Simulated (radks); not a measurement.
Species: a nucleus of charge 73.5 with 72 electrons. Configuration: [Xe] 4f14 5d4. Method: scalar-relativistic Kohn-Sham, PBE, spin-polarised, spherical densities, finite nucleus; open shells are filled with parallel spins first (spin-orbit coupling, left out, can overturn this in heavy ions); Fermi nuclear charge, rms radius 5.3658 fm; computed with a radial shooting solver on a logarithmic mesh with Libxc functionals. Some entries of the table are withheld. Estimate them.

orbital,occ.,eigenvalue (Ry),<r^2> (bohr^2),r(max) (bohr)
1s down,1,-5028.255,0.0004709,0.01157
1s up,1,-5028.254,0.0004709,0.01157
2s up,1,-866.5386,0.007247,0.06627
2s down,1,-866.5272,0.007247,0.06627
2p up,3,-758.8772,0.005986,0.05432
2p down,3,-758.8683,0.005986,0.05432
3s up,1,-199.5966,0.04708,0.1870
3s down,1,-199.5943,0.04708,0.1870
3p up,3,-167.6298,0.04781,0.1849
3p down,3,-167.6271,0.04781,0.1849
3d up,5,-130.5485,0.03967,0.1506
3d down,5,-130.5416,0.03967,0.1507
4s up,1,-41.50991,0.2328,0.4247
4s down,1,-41.50113,0.2329,0.4248
4p up,3,-31.02012,0.2652,0.4453
4p down,3,-31.01217,0.2651,0.4453
4d up,5,-17.64520,0.3101,0.4568
4d down,5,-17.63556,0.3098,0.4568
5s up,1,-6.35989,1.334,0.9779
5s down,1,-6.24676,1.313,0.9735
5p up,3,-3.83884,1.860,1.113
5p down,3,-3.68248,1.822,1.104
4f up,7,(1),0.4977,0.4350
4f down,7,(2),0.4858,0.4348
5d up,4,-1.10989,4.710,1.542
5d down,0,-0.90454,4.829,1.519

Answer. 
(1) 4f up eigenvalue (Ry): -2.85376
(2) 4f down eigenvalue (Ry): -2.82822
